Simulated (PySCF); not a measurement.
**Relaxation of singlet ScOBr**

All numbers come from PBE0 in PySCF with Sc def2-TZVP, O def2-TZVP, Br def2-TZVP; no relativity; density-fitted integrals. A (50,194) grid was used.

A hand-made linear start, of C∞v symmetry, held to at least that symmetry:

```xyz
3
charge 0 multiplicity 1, angstrom
Sc    0.0000    0.0000   -1.2804
O     0.0000    0.0000   -3.0104
Br    0.0000    0.0000    1.3396
```

Optimiser trace:
| step | E − E(last) (kJ/mol) | largest gradient (Eh/bohr) |
| --- | --- | --- |
| 0 | 8.88 | 0.04860 |
| 1 | 0.17 | 0.00472 |
| 2 | 0.03 | 0.00230 |
| 3 | 0.01 | 0.00110 |
| 4 | 0.00 | 0.00001 |

It ends at C∞v with Sc–Br 2.581 Å, Sc–O 1.666 Å; Br–Sc–O 180.0°. A frequency run shows 2 imaginary modes (one degenerate set), down to 107i cm⁻¹, so it is a higher-order saddle point.

Final geometry:
Coordinates in bohr (charge 0 multiplicity 1):
```
Sc    0.0000    0.0000   -2.3922
O     0.0000    0.0000   -5.5404
Br    0.0000    0.0000    2.4856
```

Stability towards spin polarisation was not tested.

The relaxation took about 60 core-seconds on a shared host.
